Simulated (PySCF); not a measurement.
From one molecule to another.

First species: C2H9NO3Si3.
SMILES: `NC(=O)[C@@H]1[SiH2]O[Si@@H]1O[SiH3]`

Second species: C₄H₁₀F₃NSi₂.
SMILES: `FC([Si@H](NC[SiH3])C=C)(F)F`

Levels: PBE0/pcSseg-1 for dipole moment, HOMO energy, LUMO energy and HOMO–LUMO gap; GFN2-xTB for rotational constant A and rotational constant C. Geometries: GFN2-xTB. All species are isolated and taken at one optimised geometry, non-relativistic unless stated. Electronic properties by PySCF.

The conformers computed, where there is a choice (atom-mapped SMILES and torsion angles):
- `[NH2:1][C:2](=[O:3])[C@@H:4]1[SiH2:5][O:6][Si@@H:7]1[O:8][SiH3:9]`: N1–C2–C4–Si5 -143°, O6–Si7–O8–Si9 -56°, H–N1–C2–O3 178°, H–N1–C2–O3 2°
- `[CH2:1]=[CH:2][Si@@H:3]([NH:4][CH2:5][SiH3:6])[C:7]([F:8])([F:9])[F:10]`: C1–C2–Si3–N4 107°, C2–Si3–N4–C5 -60°, Si3–N4–C5–Si6 -92°, C2–Si3–C7–F8 -42°

Values for the first species:

* Dipole moment: 4.50 D
* HOMO energy: -7.66 eV
* LUMO energy: -0.16 eV
* HOMO–LUMO gap: 7.50 eV
* Rotational constant A: 1.181 GHz
* Rotational constant C: 0.714 GHz

Task: Estimate the same properties for the second species, and the change in each.

Result: 
```
             property      first     second  second less first
        dipole moment     4.50 D     3.30 D            -1.20 D
          HOMO energy   -7.66 eV   -6.89 eV           +0.77 eV
          LUMO energy   -0.16 eV   -0.87 eV           -0.71 eV
        HOMO–LUMO gap    7.50 eV    6.02 eV           -1.48 eV
rotational constant A  1.181 GHz  1.247 GHz         +0.066 GHz
rotational constant C  0.714 GHz  0.435 GHz         -0.279 GHz
```

On the first: The dipole matches unit charges of opposite sign 0.94 Å apart (1 e·Å = 4.8032 D).

On the second: In atomic units the dipole is 1.30 e·bohr (1 au = 2.5417 D). A dipole of 3.30 D is allowed in C1, and pure rotational transitions are dipole-allowed.
